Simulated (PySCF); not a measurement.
³¹P chemical shifts

- PBE0/pcSseg-1 with gauge-including orbitals
- geometry from GFN2-xTB
- program: PySCF 2.14.0 with density-fitted response routines
- isolated molecule, relativity neglected, averaged over atoms made equivalent by symmetry, fast rotation or ring inversion, one computed conformer

Shieldings were converted by a linear fit to measured shifts: ³¹P: δ = 270.09 − 0.828σ (rms 18.1 ppm, 64 shifts vs H3PO4, solution or neat liquid). Occasional misses reach two or three times the rms, and more in compound classes unlike the fitted ones.

Question: Give the ³¹P shifts of `C=CC[P@@H](=O)C(C)=O`, `C=CP(NC)C(F)(F)F`, `CP(C)CC[P@H](C)=O`.

Answer: 
```tsv
compound	environment	δ (ppm)
C=CC[P@@H](=O)C(C)=O	phosphorus bonded to 2 C, O, H	-4.6
C=CP(NC)C(F)(F)F	phosphorus bonded to 2 C, N	32.7
[CH3:1][P:2]([CH3:3])[CH2:4][CH2:5][P@H:6]([CH3:7])=[O:8]	P6: phosphorus bonded to 2 C, O, H	-1.1
[CH3:1][P:2]([CH3:3])[CH2:4][CH2:5][P@H:6]([CH3:7])=[O:8]	P2: phosphorus bonded to 3 C	-62.2
```

Question: Match the shifts 40.9, 24.4, 7.2, -249.8 ppm to `C#CC[P@](=O)(O)CC`, `C=C[P@@](C)(=O)C(C)=O`, `CC[C@@H](CF)[SiH2]P`, `C=C[P@](=O)(O)C(=C)C`.

Answer: 40.9: C#CC[P@](=O)(O)CC (phosphorus bonded to 2 C, 2 O); 24.4: C=C[P@](=O)(O)C(=C)C (phosphorus bonded to 2 C, 2 O); 7.2: C=C[P@@](C)(=O)C(C)=O (phosphorus bonded to 3 C, O); -249.8: CC[C@@H](CF)[SiH2]P (phosphorus bonded to Si, 2 H).
